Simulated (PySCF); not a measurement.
# Electron correlation in Si (silicon, neutral)

[Ne] 3s1 3p3, high-spin 5S determinant (an excited configuration). Calculation: PySCF 2.14, in aug-cc-pCVTZ-DK with one added diffuse shell each of s, p, d, f type (9s8p6d4f, 91 functions); scalar relativity by spin-free X2C-1e. Frozen: [Ne]; 4 electrons correlated.

```tsv
level	correlation energy (mhartree)
CCSD	-30.27
(T)	-0.56
CCSD(T)	-30.83
```

Diagnostics: T1 = 0.0022, D1 = 0.0059, largest double amplitude 0.036.

Is a single reference adequate?

Yes: T1 lies below 0.03 and no double amplitude reaches 0.07.
